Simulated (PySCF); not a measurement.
F2Re, SMILES [F][Re][F] (connectivity only; charge and spin as stated), neutral, multiplicity 6. Atoms are numbered in the order given.

```xyz
3

Re     0.0000     0.0000     0.0000
F      0.0000     0.0000    -1.9296
F      0.0000     0.0000     1.9296
```
Charge 0, spin multiplicity 6.

Geometry optimised at B3LYP-D3(BJ)/def2-TZVP. The multiplicity is an assumed one; other spin states were not compared. The def2 effective core potentials stand for the cores of Re; spin–orbit coupling is left out.

The numbers are results of B3LYP-D3(BJ)/def2-TZVP in PySCF, not measurements.

Frequencies are harmonic and unscaled.

Modes within 1.5 cm⁻¹ of each other (mostly degenerate sets) share a row, with their intensities summed.

```csv
mode,ν (cm⁻¹),IR (km/mol),moving atoms (share of kinetic energy)
1–2,119,21.9,"F 83 %, Re 17 %"
3,614,246.7,"F 83 %, Re 17 %"
4,626,0.0,F 100 %
```
